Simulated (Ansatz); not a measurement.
Nudged elastic band run: BF$_{4}$H$_{4}$N

input.yaml

```yaml
crystal:
  periodic: [false, false, false]
  atoms:
    - { symbol: B, position_ang: [0.085016, -0.984097, 0.238665] }
    - { symbol: "N", position_ang: [-0.872784, 0.274223, -0.248021] }
    - { symbol: F, position_ang: [0.569978, -1.542149, -0.907143] }
    - { symbol: F, position_ang: [-0.700541, -1.795472, 1.000587] }
    - { symbol: H, position_ang: [1.579678, 1.015226, 0.275462] }
    - { symbol: F, position_ang: [1.100885, -0.359418, 0.999659] }
    - { symbol: H, position_ang: [-0.260139, 1.067013, -0.503028] }
    - { symbol: F, position_ang: [1.434902, 1.757374, -0.299704] }
    - { symbol: H, position_ang: [-1.433522, -0.000818, -1.057868] }
    - { symbol: H, position_ang: [-1.503474, 0.568216, 0.501692] }
basis:
  gaussian: { orbitals: def2-SVP }
hamiltonian:
  xc: b3lyp
  dispersion: d4
neb:
  order_check: false
  images: 9
  f_tol: 0.05
  max_iterations: 60
  final_atoms:
    - { symbol: B, position_ang: [0.10222442, -0.99603003, 0.18220978] }
    - { symbol: "N", position_ang: [-0.83340596, 0.25139929, -0.37193255] }
    - { symbol: F, position_ang: [-0.20904628, -2.079394, -0.58207614] }
    - { symbol: F, position_ang: [-0.18618295, -1.11020898, 1.50951464] }
    - { symbol: H, position_ang: [1.56552597, 1.02499788, 0.32280471] }
    - { symbol: F, position_ang: [1.42613855, -0.55099261, -0.04014967] }
    - { symbol: H, position_ang: [-0.38553843, 1.1414276, -0.09647472] }
    - { symbol: F, position_ang: [1.20766391, 1.89790743, 0.43300321] }
    - { symbol: H, position_ang: [-0.91706911, 0.22335863, -1.39084185] }
    - { symbol: H, position_ang: [-1.77031113, 0.19763279, 0.0342436] }
  initial_path:
    images:
      - { positions_ang: [[0.085016, -0.984097, 0.238665], [-0.872784, 0.274223, -0.248021], [0.569978, -1.542149, -0.907143], [-0.700541, -1.795472, 1.000587], [1.579678, 1.015226, 0.275462], [1.100885, -0.359418, 0.999659], [-0.260139, 1.067013, -0.503028], [1.434902, 1.757374, -0.299704], [-1.433522, -0.000818, -1.057868], [-1.503474, 0.568216, 0.501692]] }
      - { positions_ang: [[0.0736349, -1.00636365, 0.23235794], [-0.88057932, 0.28344437, -0.27557852], [0.46545576, -1.64963102, -0.85809268], [-0.60830185, -1.70031099, 1.09585629], [1.56655065, 0.97038973, 0.27890219], [1.1923724, -0.36799159, 0.83731242], [-0.22979173, 1.11998623, -0.41140904], [1.33661074, 1.77436449, -0.1901748], [-1.35067772, 0.05171421, -1.12407932], [-1.56527484, 0.52449622, 0.41520654]] }
      - { positions_ang: [[0.06225381, -1.0286303, 0.22605088], [-0.88837464, 0.29266575, -0.30313604], [0.36093353, -1.75711304, -0.80904235], [-0.51606269, -1.60514998, 1.19112557], [1.55342329, 0.92555345, 0.28234237], [1.28385979, -0.37656517, 0.67496583], [-0.19944445, 1.17295946, -0.31979009], [1.23831949, 1.79135498, -0.08064561], [-1.26783344, 0.10424642, -1.19029064], [-1.62707568, 0.48077644, 0.32872108]] }
      - { positions_ang: [[0.05087271, -1.05089695, 0.21974382], [-0.89616996, 0.30188712, -0.33069356], [0.25641129, -1.86459507, -0.75999203], [-0.42382354, -1.50998896, 1.28639486], [1.54029594, 0.88071718, 0.28578256], [1.37534719, -0.38513876, 0.51261925], [-0.16909718, 1.22593269, -0.22817113], [1.14002823, 1.80834547, 0.02888359], [-1.18498916, 0.15677863, -1.25650196], [-1.68887652, 0.43705666, 0.24223563]] }
      - { positions_ang: [[0.03949161, -1.07316361, 0.21343675], [-0.90396529, 0.31110849, -0.35825108], [0.15188906, -1.97207709, -0.71094171], [-0.33158438, -1.41482795, 1.38166415], [1.52716858, 0.8358809, 0.28922274], [1.46683459, -0.39371234, 0.35027266], [-0.1387499, 1.27890592, -0.13655218], [1.04173697, 1.82533595, 0.13841278], [-1.10214487, 0.20931084, -1.32271328], [-1.75067736, 0.39333688, 0.15575017]] }
      - { positions_ang: [[0.02811052, -1.09543026, 0.20712969], [-0.91176061, 0.32032986, -0.38580861], [0.04736682, -2.07955911, -0.66189138], [-0.23934523, -1.31966694, 1.47693343], [1.51404123, 0.79104463, 0.29266293], [1.55832198, -0.40228593, 0.18792608], [-0.10840263, 1.33187915, -0.04493322], [0.94344571, 1.84232644, 0.24794198], [-1.01930059, 0.26184305, -1.3889246], [-1.8124782, 0.3496171, 0.06926471]] }
      - { positions_ang: [[0.0429333, -1.07555021, 0.20214571], [-0.89608968, 0.30654375, -0.38303339], [-0.0039158, -2.07952609, -0.64592833], [-0.22871277, -1.27777535, 1.48344967], [1.52433818, 0.83783528, 0.29869128], [1.5318853, -0.43202726, 0.14231093], [-0.16382979, 1.29378884, -0.05524152], [0.99628935, 1.85344264, 0.28495422], [-0.9988543, 0.25414616, -1.38930805], [-1.80404479, 0.31922024, 0.06226049]] }
      - { positions_ang: [[0.05775608, -1.05567017, 0.19716173], [-0.88041875, 0.29275763, -0.38025818], [-0.05519842, -2.07949307, -0.62996528], [-0.21808032, -1.23588376, 1.48996591], [1.53463513, 0.88462593, 0.30471964], [1.50544861, -0.4617686, 0.09669578], [-0.21925695, 1.25569853, -0.06554982], [1.04913299, 1.86455884, 0.32196647], [-0.978408, 0.24644928, -1.3896915], [-1.79561137, 0.28882338, 0.05525626]] }
      - { positions_ang: [[0.07257886, -1.03579012, 0.19217775], [-0.86474782, 0.27897152, -0.37748297], [-0.10648104, -2.07946004, -0.61400224], [-0.20744786, -1.19399216, 1.49648216], [1.54493207, 0.93141658, 0.31074799], [1.47901192, -0.49150994, 0.05108063], [-0.27468411, 1.21760822, -0.07585812], [1.10197663, 1.87567503, 0.35897872], [-0.9579617, 0.2387524, -1.39007495], [-1.78717796, 0.25842652, 0.04825204]] }
      - { positions_ang: [[0.08740164, -1.01591008, 0.18719376], [-0.84907689, 0.26518541, -0.37470776], [-0.15776366, -2.07942702, -0.59803919], [-0.19681541, -1.15210057, 1.5029984], [1.55522902, 0.97820723, 0.31677635], [1.45257523, -0.52125128, 0.00546548], [-0.33011127, 1.17951791, -0.08616642], [1.15482027, 1.88679123, 0.39599096], [-0.9375154, 0.23105551, -1.3904584], [-1.77874454, 0.22802965, 0.04124782]] }
      - { positions_ang: [[0.10222442, -0.99603003, 0.18220978], [-0.83340596, 0.25139929, -0.37193255], [-0.20904628, -2.079394, -0.58207614], [-0.18618295, -1.11020898, 1.50951464], [1.56552597, 1.02499788, 0.32280471], [1.42613855, -0.55099261, -0.04014967], [-0.38553843, 1.1414276, -0.09647472], [1.20766391, 1.89790743, 0.43300321], [-0.91706911, 0.22335863, -1.39084185], [-1.77031113, 0.19763279, 0.0342436]] }
```

Run as:

```bash
$ ansatz run input.yaml --threads 2 --pin off --max-ram 3072MiB --backend cpu --events-out ev --progress --plain --runs-dir out
```

Output, in part (warnings, iteration lines, the closing report on the highest movable image, with atoms numbered from 0):

```
NEB end point (image 0): max|allowed force component| = 2.150e-2 eV/Å (the criterion of neb.relax_end_points is 1.000e-2)
NEB end point (image 10): max|allowed force component| = 5.732e-3 eV/Å (the criterion of neb.relax_end_points is 1.000e-2)
NEB iter   1: max|band force component| = 4.376e0 eV/Å  barrier→ = 1.5385 eV  barrier← = 1.5385 eV  Δτ_max = 0.1990 Å  (279 SCF iters)
NEB iter   2: max|band force component| = 2.704e0 eV/Å  barrier→ = 1.0180 eV  barrier← = 1.0181 eV  Δτ_max = 0.1786 Å  (261 SCF iters)
NEB iter   3: max|band force component| = 1.482e0 eV/Å  barrier→ = 0.6742 eV  barrier← = 0.6742 eV  Δτ_max = 0.1974 Å  (274 SCF iters)
NEB iter   4: max|band force component| = 1.367e0 eV/Å  barrier→ = 0.4113 eV  barrier← = 0.4113 eV  Δτ_max = 0.2000 Å  (260 SCF iters)
NEB iter   5: max|band force component| = 1.109e1 eV/Å  barrier→ = 1.5909 eV  barrier← = 1.5909 eV  Δτ_max = 0.0993 Å  (269 SCF iters)
NEB iter   6: max|band force component| = 3.785e0 eV/Å  barrier→ = 0.2528 eV  barrier← = 0.2529 eV  Δτ_max = 0.0927 Å  (260 SCF iters)
NEB iter   7: max|band force component| = 6.107e-1 eV/Å  barrier→ = 0.0711 eV  barrier← = 0.0711 eV  Δτ_max = 0.0709 Å  (262 SCF iters)
NEB iter   8: max|band force component| = 3.001e-1 eV/Å  barrier→ = 0.0380 eV  barrier← = 0.0381 eV  CI = image 5  Δτ_max = 0.0596 Å  (253 SCF iters)
NEB iter   9: max|band force component| = 1.315e-1 eV/Å  barrier→ = 0.0274 eV  barrier← = 0.0274 eV  CI = image 5  Δτ_max = 0.0403 Å  (256 SCF iters)
NEB iter  10: max|band force component| = 4.319e-2 eV/Å  barrier→ = 0.0255 eV  barrier← = 0.0255 eV  CI = image 5  Δτ_max = 0.0000 Å  (469 SCF iters)
Total energy: -13095.48749610 eV, -481.2502890414 hartree
Atom 0 at     0.091282    -1.029155     0.205807 Å, force    -0.036270    -0.008956    -0.008891 eV/Å
Atom 1 at    -0.829132     0.257804    -0.312113 Å, force     0.028671     0.015202     0.013482 eV/Å
Atom 2 at     0.155055    -1.889886    -0.850226 Å, force     0.016775     0.014019    -0.014526 eV/Å
Atom 3 at    -0.540788    -1.515960     1.312147 Å, force     0.013809     0.016583     0.014024 eV/Å
Atom 4 at     1.568734     1.100473     0.306883 Å, force    -0.011944     0.029903     0.016084 eV/Å
Atom 5 at     1.355073    -0.477999     0.516517 Å, force     0.001197    -0.013271    -0.000130 eV/Å
Atom 6 at    -0.264606     1.126443    -0.324005 Å, force    -0.039738    -0.043311     0.004704 eV/Å
Atom 7 at     1.275815     1.975753     0.077474 Å, force     0.010477    -0.029209    -0.018639 eV/Å
Atom 8 at    -1.187303     0.067738    -1.250753 Å, force     0.011738     0.011789    -0.006950 eV/Å
Atom 9 at    -1.624132     0.384888     0.318570 Å, force     0.005285     0.007252     0.000842 eV/Å
Dipole moment:    -0.666816     0.575609    -0.316889 e Å
```

The run converged. A vibrational analysis at the climbing image gives no mode beyond 40i cm⁻¹: the surface is too flat there to confirm a saddle point.

Final band:

| image | path coordinate (Å) | energy (kJ/mol) |
| --- | --- | --- |
| 0 | 0.00 | 0.0 |
| 1 | 0.23 | 0.3 |
| 2 | 0.46 | 0.9 |
| 3 | 0.68 | 1.6 |
| 4 | 0.91 | 2.2 |
| 5 | 1.14 | 2.5 |
| 6 | 1.37 | 2.3 |
| 7 | 1.61 | 1.7 |
| 8 | 1.85 | 1.0 |
| 9 | 2.08 | 0.3 |
| 10 | 2.32 | 0.0 |

Run time: 4.1 min on 2 threads of Arm Neoverse V1, with other jobs on the host, peak memory 0.22 GiB.
